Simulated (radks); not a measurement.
Task: Dy3+, configuration [Xe] 4f9. Calculated with a radial shooting solver on a logarithmic mesh with Libxc functionals: Dirac Kohn-Sham, PBEsol, spin-unpolarised, spherical densities, finite nucleus; open shells fill j = l - 1/2 first; Fermi nuclear charge, rms radius 5.2218 fm. Some entries of the table are withheld. Estimate them.

orbital  occ.  eigenvalue (eV)  r(max) (bohr)  <r^2> (bohr^2)
1s1/2       2        -53600.65        0.01338       0.0006098
2s1/2       2        -8948.577        0.07624        0.009467
2p1/2       2        -8513.845        0.05741        0.006849
2p3/2       4        -7714.187        0.06343        0.008075
3s1/2       2        -2017.279            (1)         0.06283
3p1/2       2        -1827.348         0.2031         0.05831
3p3/2       4        -1661.333         0.2158         0.06527
3d3/2       4              (2)         0.1708         0.05174
3d5/2       6              (3)         0.1744         0.05367
4s1/2       2        -424.9186         0.4944          0.3168
4p1/2       2        -349.9540            (4)          0.3319
4p3/2       4        -312.6779            (5)          0.3702
4d3/2       4              (6)         0.5293          0.4206
4d5/2       6              (7)         0.5381          0.4357
5s1/2       2         -78.1836          1.148           1.826
5p1/2       2         -57.2757            (8)           2.268
5p3/2       4         -52.0911            (9)           2.563
4f5/2       6         -35.0780         0.5318          0.8312
4f7/2       3         -34.1329         0.5369          0.8577

Result: 
(1) 3s1/2 r(max) (bohr): 0.2158
(2) 3d3/2 eigenvalue (eV): -1334.244
(3) 3d5/2 eigenvalue (eV): -1297.983
(4) 4p1/2 r(max) (bohr): 0.4975
(5) 4p3/2 r(max) (bohr): 0.5245
(6) 4d3/2 eigenvalue (eV): -189.0632
(7) 4d5/2 eigenvalue (eV): -182.2928
(8) 5p1/2 r(max) (bohr): 1.246
(9) 5p3/2 r(max) (bohr): 1.324
